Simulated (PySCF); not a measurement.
**Mn(3+) (manganese, charge +3) across methods**

[Ar] 3d4, high-spin 5D determinant. Computed with PySCF 2.14 in aug-cc-pVDZ-DK (7s6p4d2f, 59 functions), with scalar relativity by spin-free X2C-1e.

```
 method  E (hartree)  mean ε 3p α (eV)  mean ε 3p β (eV)  mean ε 3d α (eV)  Σ⟨r²⟩ (bohr²)   ⟨S²⟩
  TPSSh    -1156.458           -94.499           -89.062           -44.156          13.19  6.001
r2SCAN0    -1156.406           -98.225           -91.144           -46.215          13.13  6.001
   PBE0    -1156.234           -96.858           -90.656           -45.863          13.17  6.001
  wB97X    -1156.476           -98.574           -93.022           -47.948          13.12  6.001
    PBE    -1156.184           -92.211           -87.614           -43.113          13.23  6.000
wB97M-V    -1156.359           -99.043           -93.279           -48.183          13.20  6.001
 r2SCAN    -1156.413           -94.187           -88.351           -43.569          13.16  6.001
    UHF  -1155.41897           -109.73           -98.141           -53.238          13.10  6.001
```

Task: Estimate the same row for LDA.

Result: E (hartree) = -1153.955; mean ε 3p α (eV) = -92.073; mean ε 3p β (eV) = -87.664; mean ε 3d α (eV) = -43.217; Σ⟨r²⟩ (bohr²) = 13.23; ⟨S²⟩ = 6.000.
